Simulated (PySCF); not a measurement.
**Potassium: highly charged ions in a basis for the neutral atom**

K⁷⁺ [Ne] 3s2, K⁸⁺ [Ne] 3s1. Calculation: PySCF 2.14, in cc-pVDZ-X2C (5s4p2d, 27 functions); the spin-free X2C one-electron Hamiltonian (Gaussian nucleus). No spin-orbit coupling, so a gap to NIST mixes the basis error with missing relativistic terms.

Changed run: basis of the neutral atom used for a highly charged ion. This setting is unsound on purpose.

```tsv
species	method	sound run (hartree)	changed run (hartree)	converged
K⁷⁺	UHF	not run	-585.22259	yes
K⁷⁺	BP86	not run	-585.76365	yes
K⁷⁺	PBE	not run	-585.51592	yes
K⁸⁺	UHF	not run	-579.67151	yes
K⁸⁺	BP86	not run	-580.14310	yes
K⁸⁺	PBE	not run	-579.89306	yes
```

Ionisation energy of K⁷⁺:

```tsv
method	changed run (eV)	NIST (eV)
UHF	151.05	154.87 ± 0.05
BP86	152.94	154.87 ± 0.05
PBE	153.01	154.87 ± 0.05
```

The contracted functions were made for the neutral atom and can be too rigid for a highly charged ion.
